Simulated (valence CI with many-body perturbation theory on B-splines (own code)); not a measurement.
Results of a calculation; reference values are marked as such.
## Basis-set convergence for La35+

Method: configuration interaction combined with many-body perturbation theory (CI+MBPT): four valence electrons over a frozen Dirac-Fock core [Ar], a basis of 7 s, 7 p, 8 d, 6 f, 4 g, 1 h functions for each j, with the one-electron correlation potential Σ1, the two-electron term Σ2, the three-electron term Σ3, Breit, model QED; selected CI, second order for the rest, scaled by the run's own slope (own B-spline code, finite nucleus).

No measured spectrum was set against this ion. As an estimate, large intervals hold to a few tenths of a per cent, small ones and those within an open d or f shell to about a per cent. Only levels of the ground parity were solved; by the run's estimate the other parity begins above the list, which can be wrong where configurations are misplaced.

The reference run has the lowest level (3d3/2^4) J=0 and an ionisation energy of 2376.93 eV. Its largest variational space holds 17890 state functions.

Levels are named by their leading jj configuration (3d3/2^4 stands for four electrons in 3d with j = 3/2), which in mixed levels can hold well under half, so a name can repeat and another be missing. Letters in brackets count levels of one name in rising energy.

Changed runs:
A. basis 6 s, 6 p, 5 d, 5 f, 1 g
B. basis 5 s, 5 p, 4 d, 4 f

Excitation energies of the reference run in cm⁻¹, and shifts in cm⁻¹:

| Level | Reference | A | B |
| --- | --- | --- | --- |
| (3d3/2^3 3d5/2) J=1 | 115445 | -227 | -404 |
| (3d3/2^3 3d5/2) J=2 | 175201 | -212 | -256 |
| (3d3/2^3 3d5/2) J=4 | 186893 | +21 | +261 |
| (3d3/2^3 3d5/2) J=3 | 200932 | -123 | -16 |
| (3d3/2^2 3d5/2^2) J=0 [a] | 286123 | -144 | -254 |
| (3d3/2^2 3d5/2^2) J=4 [a] | 300244 | -170 | -100 |
| (3d3/2^2 3d5/2^2) J=2 [a] | 312661 | +28 | +465 |
| (3d3/2^2 3d5/2^2) J=3 [a] | 317203 | -100 | +172 |
| (3d3/2^2 3d5/2^2) J=5 | 340316 | -22 | +392 |
| (3d3/2^2 3d5/2^2) J=1 | 353493 | -2.6 | +376 |
| (3d3/2^2 3d5/2^2) J=6 | 357406 | +51 | +602 |
| (3d3/2^2 3d5/2^2) J=4 [b] | 382496 | +94 | +610 |
| Ionisation energy (eV) | 2376.93 | -0.09 | -0.14 |
